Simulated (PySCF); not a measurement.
Al(Me)(Cl) (CH3AlCl), SMILES [CH3][Al+][Cl], charge +1.

Geometry optimised at B3LYP-D3(BJ)/def2-TZVP. The spin state was assumed, not searched. The isomer is the one that the SMILES or the coordinates give; other isomers of the formula were not compared.

Vertical ionisation energy (IE) and electron affinity (EA) in eV. Rows of orbital energies are one-electron estimates. Where ΔSCF, EOM or ADC give a negative EA the extra electron is unbound and the value depends on the basis.

```tsv
level	IE	EA
−ε(HOMO), −ε(LUMO), HF/def2-TZVPD (PySCF)	___	___
ADC(2)/aug-cc-pVDZ (PySCF)	17.64	5.50
```

Task: What belongs in the gaps? (The exact figures need the calculation; the answer reports its results.)

Result: 
- −ε(HOMO), −ε(LUMO), HF/def2-TZVPD (PySCF), IE: 18.35
- −ε(HOMO), −ε(LUMO), HF/def2-TZVPD (PySCF), EA: 4.43

Task: Beyond the first one, list the lowest photoelectron lines from ADC(2)/aug-cc-pVDZ in PySCF 2.14.0 with their pole strengths (two spins summed). (The exact figures need the calculation; the answer reports its results.)

Result: 19.68 eV (1.78), 19.68 eV (1.78), 20.28 eV (1.80).
